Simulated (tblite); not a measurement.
C3H9F3Ge2.
Numbering: `[CH3:1][C@@H:2]([GeH3:3])[GeH2:4][C:5]([F:6])([F:7])[F:8]` (hydrogens: H9, H10, H11 on C1; H12 on C2; H13, H14, H15 on Ge3; H16, H17 on Ge4)

Computed with GFN2-xTB (tblite), gas phase: L-BFGS steps from a force-field or distance-geometry start until the largest atomic force falls under 0.01 eV/Å.

Step 139: E = -790.4389 eV
```
atom  x, y, z in Å  |  force x, y, z in eV/Å
C1      1.6536    1.4445    0.4057    0.017   0.015   0.009
C2      0.6612    0.5503   -0.3305   -0.016   0.024   0.009
Ge3     1.2442   -1.3481   -0.2913    0.022  -0.038  -0.006
Ge4    -1.1432    0.6915    0.4677   -0.048   0.009  -0.035
C5     -2.2881   -0.7380   -0.3469    0.014  -0.018  -0.010
F6     -2.0617   -0.8840   -1.6687   -0.012   0.032   0.012
F7     -3.6045   -0.5042   -0.2069    0.047   0.001   0.007
F8     -2.0482   -1.9452    0.2036    0.009   0.000   0.012
H9      1.3740    2.4961    0.3321   -0.010  -0.009  -0.008
H10     1.6922    1.1803    1.4625    0.016  -0.006   0.002
H11     2.6549    1.3243   -0.0084    0.006   0.012  -0.013
H12     0.5913    0.8621   -1.3759    0.003   0.001  -0.005
H13     0.4465   -2.2135   -1.2026   -0.007  -0.012   0.002
H14     2.6810   -1.4129   -0.7188   -0.013   0.022  -0.004
H15     1.1773   -1.8825    1.1021   -0.028  -0.007   0.011
H16    -1.8795    1.9866    0.2249    0.029  -0.016   0.000
H17    -1.1577    0.4046    1.9416   -0.031  -0.010   0.017
```

Step 140: E = -790.4394 eV
```
atom  x, y, z in Å  |  force x, y, z in eV/Å
C1      1.6533    1.4453    0.4021    0.011   0.011   0.006
C2      0.6614    0.5494   -0.3323   -0.034   0.037   0.008
Ge3     1.2425   -1.3497   -0.2885    0.026  -0.020  -0.014
Ge4    -1.1426    0.6917    0.4686   -0.040  -0.001  -0.032
C5     -2.2870   -0.7385   -0.3466    0.020   0.004  -0.009
F6     -2.0664   -0.8747   -1.6703   -0.020   0.033   0.003
F7     -3.6038   -0.5107   -0.1976    0.056  -0.011   0.003
F8     -2.0373   -1.9482    0.1937    0.000   0.000   0.021
H9      1.3729    2.4968    0.3282   -0.010  -0.014  -0.005
H10     1.6927    1.1803    1.4584    0.022   0.000   0.012
H11     2.6533    1.3249   -0.0137    0.021   0.015  -0.013
H12     0.5889    0.8629   -1.3773    0.008  -0.016  -0.001
H13     0.4523   -2.2106   -1.2093   -0.012  -0.021   0.001
H14     2.6832   -1.4169   -0.7025   -0.011   0.024  -0.005
H15     1.1622   -1.8824    1.1045   -0.031  -0.013   0.013
H16    -1.8748    1.9896    0.2304    0.021  -0.018  -0.005
H17    -1.1574    0.4027    1.9423   -0.028  -0.010   0.017
```

Step 141: E = -790.4401 eV
```
atom  x, y, z in Å  |  force x, y, z in eV/Å
C1      1.6530    1.4472    0.3979    0.003   0.000   0.000
C2      0.6619    0.5487   -0.3341   -0.048   0.036   0.006
Ge3     1.2406   -1.3517   -0.2842    0.023   0.003  -0.022
Ge4    -1.1420    0.6916    0.4687   -0.014  -0.016  -0.015
C5     -2.2856   -0.7392   -0.3464    0.023   0.026  -0.007
F6     -2.0747   -0.8640   -1.6724   -0.026   0.028  -0.004
F7     -3.6020   -0.5175   -0.1842    0.060  -0.026  -0.001
F8     -2.0243   -1.9513    0.1827   -0.009   0.004   0.023
H9      1.3689    2.4978    0.3254   -0.007  -0.017   0.002
H10     1.6963    1.1793    1.4530    0.027   0.011   0.021
H11     2.6511    1.3298   -0.0223    0.035   0.017  -0.012
H12     0.5882    0.8622   -1.3793    0.007  -0.029   0.004
H13     0.4610   -2.2061   -1.2199   -0.017  -0.029   0.004
H14     2.6858   -1.4222   -0.6804   -0.006   0.025  -0.005
H15     1.1404   -1.8846    1.1074   -0.031  -0.017   0.009
H16    -1.8674    1.9930    0.2356    0.004  -0.011  -0.012
H17    -1.1577    0.3991    1.9426   -0.024  -0.006   0.007
```

Step 142: E = -790.4409 eV
```
atom  x, y, z in Å  |  force x, y, z in eV/Å
C1      1.6529    1.4500    0.3939   -0.004  -0.014  -0.008
C2      0.6628    0.5481   -0.3349   -0.043   0.018   0.002
Ge3     1.2389   -1.3543   -0.2790    0.010   0.023  -0.027
Ge4    -1.1413    0.6912    0.4675    0.019  -0.026   0.011
C5     -2.2840   -0.7394   -0.3462    0.020   0.039  -0.003
F6     -2.0865   -0.8542   -1.6747   -0.027   0.018  -0.008
F7     -3.5993   -0.5229   -0.1684    0.052  -0.036  -0.005
F8     -2.0121   -1.9534    0.1735   -0.013   0.009   0.015
H9      1.3612    2.4987    0.3249   -0.003  -0.014   0.015
H10     1.7039    1.1771    1.4474    0.030   0.026   0.024
H11     2.6485    1.3400   -0.0339    0.040   0.016  -0.008
H12     0.5905    0.8590   -1.3811   -0.001  -0.034   0.006
H13     0.4720   -2.2004   -1.2328   -0.020  -0.033   0.012
H14     2.6887   -1.4267   -0.6558    0.004   0.024  -0.001
H15     1.1148   -1.8907    1.1097   -0.028  -0.017  -0.003
H16    -1.8589    1.9960    0.2386   -0.015  -0.001  -0.017
H17    -1.1587    0.3939    1.9414   -0.021   0.001  -0.006
```

Problem. Estimate the geometry and energy of step 143. (The exact step hangs on the optimiser's Hessian estimate; all steps are aligned on step 142, rigid shifts and turns removed.)

Solution. E = -790.4415 eV, largest force 0.054 eV/Å
```
atom  x, y, z in Å  |  force x, y, z in eV/Å
C1      1.6531    1.4523    0.3918   -0.002  -0.020  -0.011
C2      0.6635    0.5476   -0.3344   -0.020  -0.010  -0.004
Ge3     1.2385   -1.3563   -0.2744   -0.009   0.034  -0.027
Ge4    -1.1407    0.6908    0.4655    0.040  -0.023   0.028
C5     -2.2831   -0.7385   -0.3468    0.010   0.029  -0.001
F6     -2.0993   -0.8469   -1.6775   -0.022   0.007   0.000
F7     -3.5969   -0.5260   -0.1545    0.036  -0.036  -0.006
F8     -2.0037   -1.9539    0.1673   -0.011   0.019  -0.002
H9      1.3538    2.4989    0.3259    0.001  -0.009   0.028
H10     1.7117    1.1753    1.4440    0.029   0.038   0.017
H11     2.6469    1.3503   -0.0428    0.032   0.010  -0.001
H12     0.5952    0.8544   -1.3819   -0.015  -0.030   0.004
H13     0.4806   -2.1968   -1.2410   -0.020  -0.032   0.017
H14     2.6906   -1.4283   -0.6395    0.017   0.021   0.004
H15     1.0968   -1.8982    1.1112   -0.022  -0.012  -0.015
H16    -1.8534    1.9975    0.2381   -0.027   0.007  -0.018
H17    -1.1603    0.3896    1.9390   -0.019   0.006  -0.012
```

The energy changes by -0.0006 eV. The first-order estimate −F·Δx gives -0.0009 eV and the mean of the old and new forces, exact on a quadratic surface, -0.0006 eV. The step makes an angle of 82° with the force vector and moves no atom by more than 0.020 Å.

What follows is the cost of the whole relaxation. The run took 1.1 s wall on Intel Xeon 6975P-C, one thread, no GPU, shared host with 32 logical CPUs at a one-minute load of 14.
